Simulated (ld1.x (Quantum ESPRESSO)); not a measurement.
**What one change does to a pseudopotential (cobalt (Co), RRKJ)**

- Element: Co (Z = 27)
- Generator: ld1.x (Quantum ESPRESSO) 7.5
- Type: norm-conserving RRKJ (Kleinman–Bylander form)
- Functional: PBE
- Relativity: scalar-relativistic
- Frozen core: [Ar]
- Valence charge: 9
- Reference configuration: 3d7 4s1.75 4p0.25
- Partial waves: 4p (bound): rc 2.40 bohr; 3d (bound): rc 1.80 bohr; 4s (bound): rc 1.70 bohr
- Local potential: the s channel
- Core correction: none

Change: wave 3d (bound): rc 1.80 bohr becomes 3d (bound): rc 2.10 bohr.

Cutoffs: the cutoffs (Ry, on a coarse ladder) from which the occupation-weighted sum of valence levels, in a spherical-Bessel basis at the reference potential, stays within 10 and 1 mRy of its value at 400 Ry; they do not see the model core or the augmentation charge, which bear on the density cutoff. Errors are all-electron minus pseudo energies relative to the spin-unpolarised reference configuration.

How do hardness, ghosts and transferability respond?

The potential gets softer (55 Ry and 90 Ry → 40 Ry and 70 Ry); of the 7 tests that both files solve, the error grows in 2 and shrinks in 4 by more than 15 % and 0.3 meV (median size 17.9 → 4.0 meV); neither file shows a bound ghost. A larger radius leaves more room for a smooth pseudo-wave, so fewer plane waves are needed.

```csv
quantity,base,changed
"cutoff, loose",55 Ry,40 Ry
"cutoff, tight",90 Ry,70 Ry
loose cutoff by channel (10 mRy a level),"p 6 Ry, d 50 Ry, s 18 Ry","p 6 Ry, d 40 Ry, s 18 Ry"
bound ghosts,none,none
"error for 3d7 4s2 4p0, meV [ΔE -1.06 eV]",+0.3,+0.2
"error for 3d7 4s1 4p0, meV [ΔE 7.97 eV]",+7.8,+4.0
"error for 3d7 4s0 4p0, meV [ΔE 24.76 eV]",+80,+18
"error for 3d7 4s0 4p1, meV [ΔE 13.34 eV]",+21,-0.7
"error for 3d8 4s0 4p0, meV [ΔE 5.41 eV]",-70,+163
"error for 3d6 4s2 4p0, meV [ΔE 14.12 eV]",-18,+251
"error for 3d7 4s1 4p1, meV [ΔE 3.29 eV]",+1.7,-0.3
s: phases at 2.61 bohr within 0.05 rad from the reference energy up to (Ry; the scan ends near 5),2.2,2.2
p: phases at 2.61 bohr within 0.05 rad from the reference energy up to (Ry; the scan ends near 5),4.8,4.8
d: phases at 2.61 bohr within 0.05 rad from the reference energy up to (Ry; the scan ends near 5),0.5,0.4
```
